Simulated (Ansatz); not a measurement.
Consider the cleavage of the Si–Sb bond: `[SiH3][SbH][Cl]` + `O[SiH2][SiH2]O` → `O[SiH2][SiH2]O[SiH3]` + `[Cl][SbH2]`.

Program: Ansatz. Geometries: PBE0-D4/def2-TZVP. ΔE: electronic, gas phase. CBS: MP2 limit from def2 TZ/QZ plus the TZ coupled-cluster correction, frozen cores. DFT in def2-TZVPP. B3LYP here is the variant with VWN-RPA as its local correlation; programs differ in this. HSE06 is defined as in plane-wave codes. def2 core potentials past Kr. For Sb outer-core shells are correlated without core-valence functions, which leaves a few kJ/mol of doubt a bond. One conformer a species, not always the lowest.

```
             level  ΔE (kcal/mol)  difference from CCSD(T)/CBS
       LDA (SPW92)          -11.8                          3.9
            PBE-D4          -11.6                          4.1
         revPBE-D4          -12.1                          3.6
           BLYP-D4          -16.0                         -0.3
            B97M-V          -18.5                         -2.8
           PBE0-D4          -13.2                          2.5
          B3LYP-D4          -17.0                         -1.3
        r2SCANh-D4          -15.7                          0.0
        r2SCAN0-D4          -15.9                         -0.2
          HSE06-D4          -13.1                          2.6
          BHLYP-D4          -19.0                         -3.3
      CAM-B3LYP-D4          -18.7                         -3.0
           ωB97M-V          -16.5                         -0.8
            B2PLYP          -17.2                         -1.5
          PBE-QIDH          -15.2                          0.5
               PBE          -11.4                          4.3
            revPBE          -11.3                          4.4
              BLYP          -15.6                          0.1
            r2SCAN          -15.3                          0.4
              PBE0          -12.9                          2.8
             B3LYP          -16.7                         -1.0
           r2SCANh          -15.5                          0.2
           r2SCAN0          -15.7                          0.0
             HSE06          -12.8                          2.9
             BHLYP          -19.1                         -3.4
         CAM-B3LYP          -18.4                         -2.7
       HF/def2-SVP          -18.7                         -3.0
      MP2/def2-SVP          -15.3                          0.4
     CCSD/def2-SVP          -15.6                          0.1
  CCSD(T)/def2-SVP          -15.2                          0.5
     HF/def2-TZVPP          -22.4                         -6.7
    MP2/def2-TZVPP          -16.7                         -1.0
SCS-MP2/def2-TZVPP          -18.6                         -2.9
CCSD(T)/def2-TZVPP          -17.2                         -1.5
     HF/def2-QZVPP          -23.1                         -7.4
    MP2/def2-QZVPP          -16.1                         -0.4
SCS-MP2/def2-QZVPP          -18.0                         -2.3
      HF/CBS(def2)          -23.2                         -7.5
     MP2/CBS(def2)          -15.2                          0.5
    CCSD/CBS(def2)          -16.6                         -0.9
       CCSD(T)/CBS          -15.7                            0
```

Largest T1 diagnostic among the species: 0.013.

From BLYP to BHLYP (50 % exact exchange), in def2-TZVPP and without D4, ΔE moves by −3.5 kcal/mol. Leaving LDA and LC-ωPBE aside and taking each functional with its dispersion term where it has one, the values spread over 7.4 kcal/mol, from BHLYP-D4 to PBE-D4.
